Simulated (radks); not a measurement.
Spherical quantum dot in the effective-mass picture: electrons in a parabolic well V = omega^2 r^2 / 2 with omega = 0.19, with a point charge +1 (a donor) at the centre, all in effective atomic units (hartree* = m*/eps^2 hartree, bohr* = eps/m* bohr), one dielectric constant everywhere. Calculated with a radial shooting solver with Libxc functionals: non-relativistic Kohn-Sham, LDA (Slater exchange, Perdew-Wang correlation), spin-polarised, spherical densities. Levels are named by radial order and angular momentum (1s, 1p, 1d, 2s, ...), and open shells are averaged over m. Results are scaled to m* = 0.481 and eps = 10.8, for which hartree* = 112.2 meV and bohr* = 1.188 nm.

N = 11, configuration 1s2 1p6 1d(up 1, down 0) 2s2. This is the lowest configuration that the search found. Occupied and some empty levels:

| level | occupation | eigenvalue (meV) | <r> (nm) |
|---|---|---|---|
| 1s up | 1 | 232.02 | 3.645 |
| 1s down | 1 | 232.38 | 3.558 |
| 1p up | 3 | 244.45 | 6.031 |
| 1p down | 3 | 245.22 | 6.019 |
| 2s up | 1 | 249.13 | 5.152 |
| 2s down | 1 | 249.64 | 5.220 |
| 1d up | 1 | 254.41 | 6.709 |
| 1d down | 0 | 255.22 | 6.714 |
| 1f up | 0 | 265.98 | 7.246 |
| 1f down | 0 | 266.77 | 7.259 |
| 2p up | 0 | 272.14 | 6.234 |
| 2p down | 0 | 272.62 | 6.239 |
| 1g up | 0 | 278.91 | 7.718 |
| 1g down | 0 | 279.65 | 7.736 |

Energy (meV): total 1442.63, kinetic 202.59, external 158.69, Hartree 1314.2, exchange-correlation -232.81.
